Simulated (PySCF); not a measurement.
Computed shifts of a molecule C2H7NOSi2, PBE/pcSseg-1 (PySCF), GIAO, gas phase, atoms alike by connectivity averaged where their shifts nearly agree, in ppm (number of nuclei): ¹³C: 214.1 (1), 35.6 (1). ¹⁵N: 451.9 (1). ²⁹Si: 7.0 (1), -30.4 (1). ¹H: 6.01 (2), 5.48 (2), 2.83 (3). References: ¹³C against TMS (σ = 182.0 ppm); ¹⁵N against NH3 (σ = 267.0 ppm); ²⁹Si against TMS (σ = 335.4 ppm); ¹⁷O against H2O (σ = 334.3 ppm); ¹H against TMS (σ = 31.49 ppm), references at their B3LYP-D3(BJ)/def2-TZVP geometries, non-relativistic. The structure is a stationary point at r2SCAN-D4/def2-SVP. One conformer was computed; it need not be the lowest.

Q: Identify the compound among the candidates.
(A) [SiH3]C1=NCO[SiH2]1
(B) O=C/C=N/[SiH2][SiH3]
(C) CC1=N[SiH2]O[SiH2]1
(D) [SiH3]C1=N[C@@H]([SiH3])O1

A: C, CC1=N[SiH2]O[SiH2]1
